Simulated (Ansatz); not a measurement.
Name a neutral molecule of C, F, Hf, N and H with HOMO energy (PBE0/def2-TZVPP) between -6.15 and -5.85 eV and HOMO energy (ωB97M-V/def2-TZVPP) between -8.25 and -7.95 eV (Ansatz, PBE0-D4/def2-TZVP geometry).

`C[N](C)[Hf]1234([NH2])([NH2])[C@@H]5[C@H]1[C@H]2[C@@]3(F)[C@@H]54` (-5.97 eV, -8.21 eV). Other molecules can fit too; these were computed, each in one conformer that needn't be the lowest.
